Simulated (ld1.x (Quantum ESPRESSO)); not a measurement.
u(r) = r·R(r): atom against pseudo-atom (Mg (Z = 12))

Columns: radius, all-electron u(r) and pseudo u(r) of the 3s shell (level -8.02 eV) of magnesium in the configuration [Ne] 3s1.5 3p0; LDA (PZ), non-relativistic, ultrasoft scheme, ld1.x (Quantum ESPRESSO) 7.5.

```
r (bohr)  all-electron  pseudo
   0.135        0.0706  0.0582
   0.270       -0.1456  0.1158
   0.405       -0.2569  0.1723
   0.540       -0.2549  0.2272
   0.675       -0.1838  0.2798
   0.810       -0.0797  0.3298
   0.945        0.0348  0.3768
   1.080        0.1468  0.4203
   1.215        0.2492  0.4602
   1.350        0.3391  0.4960
   1.485        0.4151  0.5276
   1.620        0.4776  0.5550
   1.755        0.5273  0.5779
   1.890        0.5653  0.5963
   2.025        0.5929  0.6103
   2.160        0.6111  0.6197
   2.295        0.6212  0.6247
   2.430        0.6243  0.6253
   2.565        0.6214  0.6215
   2.700        0.6134  0.6134
   2.835        0.6012  0.6012
   2.970        0.5857  0.5857
   3.105        0.5674  0.5674
   3.240        0.5470  0.5470
   3.375        0.5250  0.5250
   3.510        0.5020  0.5020
```

**Question.** How many radial nodes do the two functions have?

**Answer.** The all-electron 3s function has n − l − 1 = 2; the pseudo-wave has 0, since the states of the same l below it are removed with the core.

**Question.** At about which radius was the pseudo-wave matched?

**Answer.** 2.70 bohr. The columns agree to 0.0005 from 2.56 bohr on; several derivatives are matched, so the curves merge somewhat inside the radius.

**Question.** Is the pseudo-wave norm-conserving?

**Answer.** No, it belongs to an ultrasoft set: the norm inside the radius is not constrained, and the difference is carried by the augmentation charge.
